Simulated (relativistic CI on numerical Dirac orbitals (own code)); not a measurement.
V⁴⁺ in a cubic cluster: 3p photoemission with charge transfer

Computed with a charge-transfer multiplet model of a cubic metal-ligand cluster with up to 2 ligand holes, Slater and spin-orbit integrals from Dirac-Coulomb-Breit ions, Slater integrals scaled by 0.7. The ground state mixes d1 with configurations of k ligand holes L, whose averages lie at kΔ + k(k − 1)U_dd/2; a core hole lowers each added d electron by U_cd. 20 K, Lorentzian 0.9 eV and Gaussian 0.8 eV FWHM.

Atomic integrals in eV (Slater integrals scaled, ζ unscaled), ground: F2dd 7.050, F4dd 4.418, zeta_d 0.029; with the core hole: F2dd 7.050, F4dd 4.418, zeta_d 0.033, zeta_core 0.604, F2cd 8.660, G1cd 10.612, G3cd 6.586. Where a configuration has fewer than two d electrons, the dd integrals are those of d2.

Cluster parameters (eV): U_dd = 6.1, U_cd = 6.9, 10Dq = 1, 10Dq(ligand) = 0.2, V(eg) = 1.95, V(t2g) = -1.03, final-state hopping factor = 0.9.

```csv
Case,n_d,d1,d2L,d3L2,S
Δ = 2 eV,1.64,0.44,0.48,0.08,0.50
Δ = 4 eV,1.46,0.58,0.37,0.04,0.50
Δ = 7 eV,1.27,0.75,0.23,0.02,0.50
```

Weights, n_d and S are thermal averages at 20 K. Binding energies count from the first peak over 30 % of the highest in each spectrum, which can be another peak from case to case. The parameters are a model scan and need not match a compound or its usual spin state. Peaks in eV (height, largest 100):
- Δ = 2 eV: 0.0 (99), 1.0 (100), 11.1 (43), 14.9 (19)
- Δ = 4 eV: 0.0 (100), 1.1 (96), 8.8 (36), 11.0 (43), 15.4 (11)
- Δ = 7 eV: 0.0 (100), 1.7 (87), 7.4 (39), 10.1 (29), 16.0 (6)

Curve for Δ = 2 eV (points under 2 left out, the grid thinned):

| E (eV) | Intensity |
| --- | --- |
| -4.0 | 3.5 |
| -3.4 | 4.6 |
| -2.8 | 6.6 |
| -2.2 | 10.6 |
| -1.6 | 21.0 |
| -1.0 | 51.5 |
| -0.4 | 92.1 |
| 0.2 | 98.1 |
| 0.9 | 99.6 |
| 1.5 | 93.7 |
| 2.1 | 88.8 |
| 2.7 | 73.9 |
| 3.3 | 53.6 |
| 3.9 | 43.9 |
| 4.5 | 40.2 |
| 5.1 | 36.8 |
| 5.7 | 30.7 |
| 6.3 | 26.4 |
| 6.9 | 23.0 |
| 7.5 | 21.3 |
| 8.1 | 23.5 |
| 8.7 | 25.8 |
| 9.4 | 28.3 |
| 10.0 | 34.3 |
| 10.6 | 40.3 |
| 11.2 | 42.8 |
| 11.8 | 37.6 |
| 12.4 | 26.4 |
| 13.0 | 17.7 |
| 13.6 | 14.8 |
| 14.2 | 16.7 |
| 14.8 | 18.9 |
| 15.4 | 17.3 |
| 16.0 | 13.6 |
| 16.6 | 10.7 |
| 17.2 | 9.5 |
| 17.8 | 7.8 |
| 18.5 | 4.8 |
| 19.1 | 3.2 |
| 19.7 | 3.0 |
| 20.3 | 2.7 |
| 20.9 | 2.1 |
| 24.0 | 2.4 |
| 24.6 | 2.3 |
| 25.2 | 2.0 |

For the case Δ = 4 eV, Δ = 4 eV is smaller than U_dd = 6.1 eV, the charge-transfer side of the Zaanen-Sawatzky-Allen scheme. With the core hole the configuration with one ligand hole lies at Δ − U_cd = -4.9, -2.9, 0.1 eV from the one without, in the order of the table; where this is negative the screened configuration lies lower, though the effective hopping of about 3.9 eV (from the holes of the mixed ground state) mixes the two strongly wherever it is as large as the gap.
